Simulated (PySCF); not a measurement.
**Correlation energy of Tc³⁺ (technetium, charge +3)**

Starting occupation: [Kr] 4d4, 4d3/2 with m_j = -3/2, -1/2, +1/2, +3/2. Computed with PySCF 2.14 in x2c-QZVPPall-2c (13s12p9d4f2g, 140 functions), with X2C-1e with screened-nucleus spin-orbit coupling, Gaussian nucleus. Frozen: [Ar] 3d10; 12 electrons correlated; the 32 highest virtual spinors left out.

MP2 pair energies summed by pair of shells (mhartree):

```tsv
pair	energy	share (%)
4d-4p	-145.12	42.0
4p-4p	-96.25	27.9
4p-4s	-38.82	11.2
4d-4d	-37.60	10.9
4d-4s	-21.27	6.2
4s-4s	-6.13	1.8
```

Total MP2 correlation energy: -345.19 mhartree.

The GHF reference relaxed away from the jj start to a determinant that is no pure jj level (⟨S²⟩ = 5.97, ⟨J²⟩ = 3.70); the energies belong to that determinant.

This basis was not built for core-valence correlation, so the inner-shell part is incomplete.
